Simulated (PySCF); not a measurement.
SCF from a fresh guess for singlet SnOI₂, at the PBE0 minimum. PySCF input:

```python
from pyscf import gto, scf, dft
mol = gto.M(atom='''
Sn     0.951200    -0.000000    -0.000000
O      2.790610    -0.000000    -0.000000
I     -0.625220     2.157710     0.000000
I     -0.625220    -2.157710    -0.000000''',
    basis={'Sn': 'def2-SVP', 'O': 'def2-SVP', 'I': 'def2-SVP'},
    ecp={'Sn': 'def2-SVP', 'I': 'def2-SVP'},
    charge=0, spin=0)
mf = dft.RKS(mol, xc='PBE0')
mf.grids.atom_grid = (50, 194)
aux = {'Sn': 'def2-universal-JKFIT', 'O': 'def2-universal-JKFIT', 'I': 'def2-universal-JKFIT'}
mf = mf.density_fit(auxbasis=aux)
mf.conv_tol = 1e-08
mf.diis_space = 10
mf.max_cycle = 60
mf.init_guess = 'huckel'
mf.verbose = 4
mf.kernel()
```

Excerpt of the output (cycles and frontier levels):

```
init E= -884.141125417592
  HOMO = -0.180123970737181  LUMO = -0.144268030490313  gap/eV = 0.97569
cycle= 1 E= -877.726844558512  delta_E= 6.41  |g|= 3.75  |ddm|= 6.07
  HOMO = -0.0355050383560744  LUMO = -0.00311607100871519  gap/eV = 0.88135
cycle= 2 E= -846.315974283233  delta_E= 31.4  |g|= 9.38  |ddm|= 17.3
  HOMO = -0.191613839291928  LUMO = -0.115640180103217  gap/eV = 2.06735
cycle= 3 E= -881.120268366799  delta_E= -34.8  |g|= 3.69  |ddm|= 16.4
  HOMO = -0.210931242960532  LUMO = -0.152119964812801  gap/eV = 1.60034
cycle= 4 E= -884.090839790413  delta_E= -2.97  |g|= 1.53  |ddm|= 3.19
  HOMO = -0.183979618767077  LUMO = -0.0923536247964307  gap/eV = 2.49327
cycle= 5 E= -884.5098429741  delta_E= -0.419  |g|= 0.966  |ddm|=  2.8
  HOMO = -0.305379617185219  LUMO = -0.161890252889656  gap/eV = 3.90454
cycle= 6 E= -884.803227914262  delta_E= -0.293  |g|= 0.444  |ddm|= 1.69
  HOMO = -0.291855569835825  LUMO = -0.135739937996291  gap/eV = 4.24812
cycle= 7 E= -884.845408189596  delta_E= -0.0422  |g|= 0.119  |ddm|= 0.32
  HOMO = -0.299892833868191  LUMO = -0.143046463534006  gap/eV = 4.26801
cycle= 8 E= -884.84740257235  delta_E= -0.00199  |g|= 0.0867  |ddm|= 0.121
  HOMO = -0.29192708845389  LUMO = -0.139356970482641  gap/eV = 4.15164
cycle= 9 E= -884.849288326037  delta_E= -0.00189  |g|= 0.00442  |ddm|= 0.09
  HOMO = -0.292146299880496  LUMO = -0.138996965650566  gap/eV = 4.16741
cycle= 10 E= -884.849295499539  delta_E= -7.17e-06  |g|= 0.0023  |ddm|= 0.00917
  HOMO = -0.292399578374675  LUMO = -0.139093944384548  gap/eV = 4.17166
cycle= 11 E= -884.849296793768  delta_E= -1.29e-06  |g|= 0.00063  |ddm|= 0.00234
  HOMO = -0.292441682291443  LUMO = -0.139090014590128  gap/eV = 4.17291
cycle= 12 E= -884.849296900893  delta_E= -1.07e-07  |g|= 5.2e-05  |ddm|= 0.000875
  HOMO = -0.292446214735734  LUMO = -0.139091789853477  gap/eV = 4.17299
cycle= 13 E= -884.849296903179  delta_E= -2.29e-09  |g|= 1.85e-05  |ddm|= 0.000175
  HOMO = -0.29244181774487  LUMO = -0.139091269383531  gap/eV = 4.17288
Extra cycle  E= -884.849296902861  delta_E= 3.17e-10  |g|= 4.47e-05  |ddm|= 6.39e-05
converged SCF energy = -884.849296902861
```

No lower solution of this spin was found by a stability analysis within the restricted form, which does not test spin polarisation.

The search for the lowest solution, with the stability check, took 7.5 s on 2 threads of a shared Arm Neoverse V1 host, with 92 basis functions; the process peaked at 0.34 GiB. Launch command: `OMP_NUM_THREADS=2 python axn.py task.json out`.
